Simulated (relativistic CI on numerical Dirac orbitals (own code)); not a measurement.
# A ladder of approximations for the levels of Mo³⁺

Calculated with a relativistic CI code on KLI orbitals (one set per configuration, finite nucleus), adding one ingredient at a time: step 1, Dirac-Coulomb, each configuration alone; step 2, with Breit and QED terms; step 3, with configuration mixing; step 4, with scaled Slater integrals (0.85); step 5, with a P86 correlation estimate; step 6, tied to the ionisation limit. P86 is a density functional for the correlation energy, evaluated here for each configuration and added to its levels. Step 6 is semi-empirical: configurations made of the next ion and one excited electron move by 2655 cm⁻¹, so that their limit matches the tabulated ionisation energy, and those with a non-penetrating f or g electron also take the P86 value of the least penetrating other one.

CI space (outside the closed core [Ar] 3d10 4s2): 4p6 4d3, 4p6 4d2 5s, 4p6 4d2 5p, 4p6 4d2 4f, 4p6 4d2 6s, 4p6 4d2 5d, 4p6 4d 5s 5p, 4p5 4d4, 4p6 4d2 6p, 4p6 4d2 6d, 4p6 4d2 5f, 4p6 4d2 6f, 4p6 4d 5s2, 4p6 5s2 5p, 4p6 4f 5s2, 4p6 5s2 6s, 4p6 5s2 5d, 4p6 4d 4f2, 4p6 4f2 5s, 4p6 4f2 5p, 4p6 4f3, 4p6 4f2 6s, 4p6 4f2 5d, 4p6 4d 5p2, 4p6 5s 5p2, 4p6 5p3, 4p6 4f 5p2, 4p6 5p2 6s, 4p6 5p2 5d, 4p6 4d 5s 5d, 4p6 5s 5p 5d, 4p6 4f 5s 5d, 4p6 5s 5d 6s, 4p6 5s 5d2.

Computed minus measured energy above the ground level, in cm⁻¹, for 22 of the 53 excited levels that pair in every step (one J of a term; a digit in brackets numbers repeated terms):

```csv
Configuration,Term,J,Measured,Step 1,Step 2,Step 3,Step 4,Step 5,Step 6
4p6 4d3,4F,5/2,778,-39,-77,-78,-69,-69,-69
4p6 4d3,4P,3/2,10331,2833,2803,2470,684,693,695
4p6 4d3,2G,7/2,11580,2585,2519,2386,505,511,514
4p6 4d3,2P,1/2,14348,4141,4068,2598,492,544,570
4p6 4d3,2H,9/2,15995,2818,2702,2886,381,378,378
4p6 4d3,2D(2),5/2,16809,4196,4084,3223,696,723,733
4p6 4d3,2F,7/2,24787,6061,5973,5217,1099,1132,1147
4p6 4d3,2D(1),5/2,38922,9131,9050,7362,858,903,908
4p6 4d2 5s,4F,3/2,60896,-59,219,496,-283,3961,6611
4p6 4d2 5s,2F,5/2,69178,2435,2686,2083,-131,4105,6727
4p6 4d2 5s,4P,1/2,71750,2598,2840,2696,194,4442,7092
4p6 4d2 5s,2D,3/2,74009,3014,3208,2958,205,4445,7078
4p6 4d2 5s,2P,1/2,79899,4859,5091,4562,553,4776,7389
4p6 4d2 5s,2S,1/2,99784,8179,8379,6252,-561,3714,6353
4p6 4d2 5p,4G°,5/2,109415,-1801,-1575,-1378,-2022,3107,5754
4p6 4d2 5p,4F°,3/2,111760,-1547,-1345,-1375,-2237,2895,5538
4p6 4d2 5p,2F°,7/2,115762,-876,-796,-1255,-2232,2909,5546
4p6 4d2 5p,4D°,1/2,115789,-1391,-1210,-1274,-2488,2644,5288
4p6 4d2 5p,2S°,1/2,117923,-24,113,44,-1629,3498,6147
4p6 4d2 5p,4S°,3/2,120823,1011,1159,-97,-2099,3066,5693
4p6 4d2 5p,2P°,1/2,124742,942,1025,67,-2246,2906,5535
4p6 4d2 5p,2D°,3/2,126243,2406,2512,654,-2040,3118,5740
```

Mean absolute errors in cm⁻¹, over all paired levels and for the configurations:

```
Configuration, levels  Step 1  Step 2  Step 3  Step 4  Step 5  Step 6
              all, 53    2404    2417    2063    1167    2525    4320
          4p6 4d3, 17    3652    3595    3066     568     586     592
       4p6 4d2 5s, 14    2623    2780    2474     308    4197    6835
       4p6 4d2 5p, 22    1301    1275    1027    2176    2959    5601
```

Measured levels: Sugar and Musgrove, J. Phys. Chem. Ref. Data 17, 155 (1988). Some J values or terms of the table were assigned by a fit.

The mean absolute error is lowest at step 4 (1167 cm⁻¹), and the largest single drop is from step 3 to 4 (2063 to 1167). Terms of the ground configuration are off by 3652 at first, 3066 with mixing and 568 after scaling, which stands in for the correlation that narrows term splittings. The Breit and QED terms change the top of the ground term (measured 2865) from 2813 to 2672. Mixing lowers the ground level by 654; relative to it the configurations that move most are 4p6 4d2 5s by -306, 4p6 4d2 5p by -193. The P86 estimate moves 4p6 4d2 5p by +5135, 4p6 4d2 5s by +4243, and takes the mean absolute error of the excited configurations from 1450 to 3440; it overshoots. Step 6 takes that error from 3440 to 6081; it grows for 4p6 4d2 5s, 4p6 4d2 5p. The shift fits the limit, so it does little for low levels whose errors differ from those near the limit.
